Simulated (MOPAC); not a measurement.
MOPAC input (AM1):

```
AM1 PRECISE GNORM=0.05 LET XYZ GEO-OK AUX(PRECISION=9) THREADS=1
C2H6GeI2

C     1.86665100 1   -1.68166300 1   -0.35064600 1
Ge    0.10362400 1   -0.85723000 1   -0.15829300 1
C    -1.41202200 1   -2.07925500 1   -0.34383300 1
I    -0.12038100 1    0.95960300 1   -1.93155700 1
I    -0.02197000 1    0.21799500 1    2.14900800 1
H     2.63787500 1   -0.92425300 1   -0.23159300 1
H     1.98723500 1   -2.44848000 1    0.41425200 1
H     1.94490200 1   -2.12946200 1   -1.34108500 1
H    -2.34143100 1   -1.52807500 1   -0.22124600 1
H    -1.38502900 1   -2.53327000 1   -1.33416600 1
H    -1.34269600 1   -2.85228800 1    0.42117100 1
```

Output:

```
 *******************************************************************************
 **                                                                           **
 **                              MOPAC v23.2.5                                **
 **                                                                           **
 *******************************************************************************
 ** MOPAC's Digital Object Identifier: https://doi.org/10.5281/zenodo.6511958 **
 **                                                                           **
 ** Please cite the open-source release paper for use of this MOPAC version:  **
 ** J. E. Moussa and J. J. P. Stewart (2026)                                  **
 ** MOPAC: An open-source semiempirical molecular orbital program             **
 ** J. Open Source Softw., 11(119), 8025, https://doi.org/10.21105/joss.08025 **
 *******************************************************************************

                              AM1 CALCULATION RESULTS

 *******************************************************************************
 *  AM1        - The AM1 Hamiltonian to be used
 *  GEO-OK     - OVERRIDE INTERATOMIC DISTANCE AND OTHER SAFETY CHECKS
 *  LET        - OVERRIDE SOME SAFETY CHECKS
 *  PRECISE    - TIGHTER CRITERIA TO BE USED
 *  XYZ        - CARTESIAN COORDINATE SYSTEM TO BE USED
 *  GNORM      - EXIT WHEN GRADIENT NORM DROPS BELOW 0.050
 *  AUX        - OUTPUT AUXILIARY INFORMATION
 *******************************************************************************
AM1 PRECISE GNORM=0.05 LET XYZ GEO-OK AUX(PRECISION=9) THREADS=1
 C2H6GeI2

   ATOM   CHEMICAL          X               Y               Z
  NUMBER   SYMBOL      (ANGSTROMS)     (ANGSTROMS)     (ANGSTROMS)

     1       C          1.86665100  *  -1.68166300  *  -0.35064600  *
     2      Ge          0.10362400  *  -0.85723000  *  -0.15829300  *
     3       C         -1.41202200  *  -2.07925500  *  -0.34383300  *
     4       I         -0.12038100  *   0.95960300  *  -1.93155700  *
     5       I         -0.02197000  *   0.21799500  *   2.14900800  *
     6       H          2.63787500  *  -0.92425300  *  -0.23159300  *
     7       H          1.98723500  *  -2.44848000  *   0.41425200  *
     8       H          1.94490200  *  -2.12946200  *  -1.34108500  *
     9       H         -2.34143100  *  -1.52807500  *  -0.22124600  *
    10       H         -1.38502900  *  -2.53327000  *  -1.33416600  *
    11       H         -1.34269600  *  -2.85228800  *   0.42117100  *

          CARTESIAN COORDINATES

    NO.       ATOM           X           Y           Z

     1         C          1.8667     -1.6817     -0.3506
     2        Ge          0.1036     -0.8572     -0.1583
     3         C         -1.4120     -2.0793     -0.3438
     4         I         -0.1204      0.9596     -1.9316
     5         I         -0.0220      0.2180      2.1490
     6         H          2.6379     -0.9243     -0.2316
     7         H          1.9872     -2.4485      0.4143
     8         H          1.9449     -2.1295     -1.3411
     9         H         -2.3414     -1.5281     -0.2212
    10         H         -1.3850     -2.5333     -1.3342
    11         H         -1.3427     -2.8523      0.4212

  H: (AM1): M.J.S. DEWAR ET AL, J. AM. CHEM. SOC. 107 3902-3909 (1985)
  C: (AM1): M.J.S. DEWAR ET AL, J. AM. CHEM. SOC. 107 3902-3909 (1985)
 Ge: (AM1): M.J.S.Dewar and C.Jie, Organometallics, 8, 1544, (1989)
  I: (AM1): M.J.S. DEWAR AND E. G. ZOEBISCH, THEOCHEM, 180, 1 (1988).

           Empirical Formula: C2 H6 Ge I2  =    11 atoms

      MOLECULAR POINT GROUP   :   C2v

      RHF CALCULATION, NO. OF DOUBLY OCCUPIED LEVELS = 16

          Geometry optimization using EF

          DIAGONAL MATRIX USED AS START HESSIAN

 CYCLE:     1  GRAD.:    75.032 HEAT: -3.218082
 CYCLE:     2  GRAD.:    61.252 HEAT: -6.529764
 CYCLE:     3  GRAD.:   204.338 HEAT:  1.979172
 CYCLE:     4  GRAD.:    81.551 HEAT: -6.185176
 CYCLE:     5  GRAD.:   152.031 HEAT:  2.887487
 CYCLE:     6  GRAD.:    18.396 HEAT: -8.428120
 CYCLE:     7  GRAD.:    12.953 HEAT: -8.641197
 CYCLE:     8  GRAD.:     2.717 HEAT: -8.769969
 CYCLE:     9  GRAD.:     3.891 HEAT: -8.808388
 CYCLE:    10  GRAD.:    45.088 HEAT: -8.247449
 CYCLE:    11  GRAD.:     8.704 HEAT: -8.995292
 CYCLE:    12  GRAD.:    11.488 HEAT: -9.004502
 CYCLE:    13  GRAD.:    18.037 HEAT: -8.931463
 CYCLE:    14  GRAD.:     9.227 HEAT: -9.051991
 CYCLE:    15  GRAD.:    33.304 HEAT: -8.675883
 CYCLE:    16  GRAD.:    11.371 HEAT: -9.048954
 CYCLE:    17  GRAD.:    48.895 HEAT: -8.089102
 CYCLE:    18  GRAD.:     1.611 HEAT: -9.103394
 CYCLE:    19  GRAD.:     1.603 HEAT: -9.110460
 CYCLE:    20  GRAD.:     3.769 HEAT: -9.149631
 CYCLE:    21  GRAD.:     2.205 HEAT: -9.173243
 CYCLE:    22  GRAD.:     0.967 HEAT: -9.176853
 CYCLE:    23  GRAD.:     1.445 HEAT: -9.176549
 CYCLE:    24  GRAD.:     0.254 HEAT: -9.178048
 CYCLE:    25  GRAD.:     0.124 HEAT: -9.178162
 CYCLE:    26  GRAD.:     0.028 HEAT: -9.178206

     GRADIENT =  0.02815 IS LESS THAN CUTOFF =  0.05000

 -------------------------------------------------------------------------------
 AM1 PRECISE GNORM=0.05 LET XYZ GEO-OK AUX(PRECISION=9) THREADS=1
 C2H6GeI2

     GEOMETRY OPTIMISED USING EIGENVECTOR FOLLOWING (EF).
     SCF FIELD WAS ACHIEVED

                              AM1 CALCULATION
                                                       MOPAC v23.2.5 Linux

          FINAL HEAT OF FORMATION =         -9.17821 KCAL/MOL =     -38.40161 KJ/MOL

          COSMO AREA              =        172.17 SQUARE ANGSTROMS
          COSMO VOLUME            =        180.44 CUBIC ANGSTROMS

          GRADIENT NORM           =          0.02815          =       0.00849 PER ATOM
          IONIZATION POTENTIAL    =         10.589109 EV
          HOMO LUMO ENERGIES (EV) =        -10.589 -2.076
          NO. OF FILLED LEVELS    =         16
          MOLECULAR WEIGHT        =        356.4684         POINT GROUP:  C2v

          MOLECULAR DIMENSIONS (Angstroms)

            Atom       Atom       Distance
            H     9    H     6     4.98354
            H    10    I     5     4.35865
            I     4    H     7     4.34516

          SCF CALCULATIONS        =         27

   ATOM   CHEMICAL          X               Y               Z
  NUMBER   SYMBOL      (ANGSTROMS)     (ANGSTROMS)     (ANGSTROMS)

     1       C          1.81392493  *  -1.76211885  *  -0.36399531  *
     2      Ge          0.08753483  *  -0.72354305  *  -0.13363385  *
     3       C         -1.34165143  *  -2.14465252  *  -0.35742495  *
     4       I         -0.11851174  *   0.94488114  *  -1.90080805  *
     5       I         -0.02176298  *   0.21503073  *   2.11502164  *
     6       H          2.63487996  *  -1.03339991  *  -0.25149982  *
     7       H          1.81513468  *  -2.52927641  *   0.42909282  *
     8       H          1.77145635  *  -2.20152440  *  -1.37526163  *
     9       H         -2.31243608  *  -1.63309680  *  -0.24104218  *
    10       H         -1.19968287  *  -2.56158692  *  -1.36912684  *
    11       H         -1.15616302  *  -2.88952784  *   0.43523051  *

                             CARTESIAN COORDINATES

   1    C        1.813924930    -1.762118846    -0.363995308
   2   Ge        0.087534832    -0.723543053    -0.133633850
   3    C       -1.341651429    -2.144652523    -0.357424951
   4    I       -0.118511743     0.944881137    -1.900808055
   5    I       -0.021762979     0.215030733     2.115021642
   6    H        2.634879961    -1.033399912    -0.251499817
   7    H        1.815134680    -2.529276406     0.429092818
   8    H        1.771456346    -2.201524399    -1.375261630
   9    H       -2.312436083    -1.633096800    -0.241042181
  10    H       -1.199682874    -2.561586924    -1.369126840
  11    H       -1.156163020    -2.889527838     0.435230512

           Empirical Formula: C2 H6 Ge I2  =    11 atoms

      MOLECULAR POINT GROUP   :   C2v

                  EIGENVALUES
 -32.18796 -29.52746 -28.88436 -28.08109 -14.66678 -14.55844 -14.18059 -14.10654
 -12.74148 -12.17482 -12.05337 -12.00687 -10.82251 -10.72504 -10.64328 -10.58911
  -2.07588  -1.47603  -0.37810   1.40238   4.01025   4.03019   4.03078   4.05960
   4.24024   4.30992

              NET ATOMIC CHARGES AND DIPOLE CONTRIBUTIONS

  ATOM NO.   TYPE          CHARGE      No. of ELECS.   s-Pop       p-Pop
    1          C          -0.197137        4.1971     1.25533     2.94181
    2         Ge          -0.226981        4.2270     0.84157     3.38541
    3          C          -0.197126        4.1971     1.25533     2.94179
    4          I           0.021245        6.9788     1.97408     5.00468
    5          I           0.021241        6.9788     1.97408     5.00468
    6          H           0.100188        0.8998     0.89981
    7          H           0.094594        0.9054     0.90541
    8          H           0.094590        0.9054     0.90541
    9          H           0.100191        0.8998     0.89981
   10          H           0.094597        0.9054     0.90540
   11          H           0.094599        0.9054     0.90540
 DIPOLE           X         Y         Z       TOTAL
 POINT-CHG.     0.157    -1.303    -0.241     1.334
 HYBRID         0.139    -1.145    -0.211     1.172
 SUM            0.296    -2.448    -0.452     2.507

          ATOMIC ORBITAL ELECTRON POPULATIONS

     Atom    s        px        py        pz
    1  C   1.25533   0.91985   0.99197   1.03000
    2 Ge   0.84157   1.16464   1.13485   1.08592
    3  C   1.25533   0.95730   0.95437   1.03012
    4  I   1.97408   1.98939   1.53057   1.48472
    5  I   1.97408   1.99446   1.84647   1.16375
    6  H   0.89981
    7  H   0.90541
    8  H   0.90541
    9  H   0.89981
   10  H   0.90540
   11  H   0.90540

 **********************
 *                    *
 * JOB ENDED NORMALLY *
 *                    *
 **********************

 == MOPAC DONE ==
```

The geometry given is a B3LYP-D3(BJ)/def2-TZVP minimum.
